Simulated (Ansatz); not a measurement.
Basis-set extrapolation for FH$_{3}$OSSi, SMILES `O[SiH](F)S` (PBE0-D4/def2-TZVP geometry, frozen core, Ansatz). Multiplicity 1, RHF reference.

```
                      def2-TZVPP   def2-QZVPP
                 HF  -862.778341  -862.807763
    MP2 correlation    -0.786020    -0.856518
CCSD(T) correlation    -0.843423      not run
```

Energies in hartree. Use E(X) = E(∞) + A·exp(−7.88·√X) for Hartree–Fock and E(X) = E(∞) + B·X^(−2.97) for correlation, with X = 3 and 4, and add CCSD(T) minus MP2 of the smaller set to the MP2 limit.

Problem. What is the CCSD(T) energy at the basis-set limit?

Solution. HF limit: -862.807763 + (-0.029422) × 0.13774 = -862.81182. MP2 limit: -0.856518 + (-0.070498) × 0.74074 = -0.90874. Higher-order term: -0.843423 − (-0.786020) = -0.05740. Total: -863.77796 hartree, 4.25 eV below CCSD(T)/def2-TZVPP.
